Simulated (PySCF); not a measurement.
Computed shifts of a molecule C₂H₈BFN₂, PBE/pcSseg-1 (PySCF), GIAO, gas phase, equivalent atoms averaged, in ppm (number of nuclei): ¹³C: 91.9 (1), 24.7 (1). ¹⁹F: -265.8 (1). ¹⁵N: 69.6 (1), 63.8 (1). ¹H: 4.85 (1), 3.30 (1), 2.34 (1), 2.24 (1), 1.84 (1), 1.58 (3). References: ¹³C against TMS (σ = 182.0 ppm); ¹⁹F against CFCl3 (σ = 133.6 ppm); ¹¹B against BF3 (σ = 83.9 ppm); ¹⁵N against NH3 (σ = 267.0 ppm); ¹H against TMS (σ = 31.49 ppm), references at their B3LYP-D3(BJ)/def2-TZVP geometries, non-relativistic. The structure is a stationary point at r2SCAN-D4/def2-SVP. One conformer was computed; it need not be the lowest.

Task: Which structure fits?
A) CN(C)B(N)F
B) CCNB(N)F
C) C[C@H](F)B(N)N
D) CNB(N)CF

Result: C, C[C@H](F)B(N)N
